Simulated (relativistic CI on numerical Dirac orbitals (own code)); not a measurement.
# Sensitivity of the levels of W4+ to α and to the nuclear radius

These numbers are calculated, not measured: Dirac-Coulomb-Breit CI, separate exchange-only KLI orbitals for each configuration, valence Slater integrals scaled by 0.85, P86 correlation energy added to each configuration, derivatives by finite differences, QED left out (own radial code, finite nucleus).

Configuration list (outside the closed core [Xe] 4f14): 5d2, 5d.6s, 6s2, 5d.6p, 5d.5f, 6s.6p, 5f2, 5d.6d. Levels of other configurations are missing.

With x = (α/α₀)² − 1 an excitation energy changes as ω = ω₀ + qx; K = 2q/ω₀ is the relative enhancement. Terms are leading LS components, so labels can repeat. The field-shift factor is F = δν/δ⟨r²⟩ for the transition from the lowest level.

Lowest level 5d2 3F_2.

```csv
Level,ω₀ (cm⁻¹),q (cm⁻¹),K,F (GHz/fm²)
5d2 3F_3,5545.9,5647,2.04,0.569
5d2 3F_4,10457.4,9168,1.75,1.04
5d2 3P_0,12764.3,1662,0.26,0.377
5d2 1D_2,13361.5,4411,0.66,1.99
5d2 3P_1,15755.7,5494,0.697,0.782
5d2 3P_2,21419.2,10770,1.01,2.46
5d2 1G_4,21640.2,8157,0.754,1.2
5d2 1S_0,41704.2,7647,0.367,3.79
5d.6s 3D_1,62956.1,-36780,-1.17,62.1
5d.6s 3D_2,64770.4,-35490,-1.1,61.6
5d.6s 3D_3,70439.8,-30170,-0.857,63.1
5d.6s 1D_2,77714.3,-27290,-0.702,56.7
5d.6p 3F°_2,122170.1,-27900,-0.457,11.8
```

At this charge configurations can still be misplaced by up to about 7 % of their energy. Levels and lines within the n = 5 or 6 shells can be off by up to 10 % or somewhat more, and those that change n by about 2 %, since core polarisation is missing.
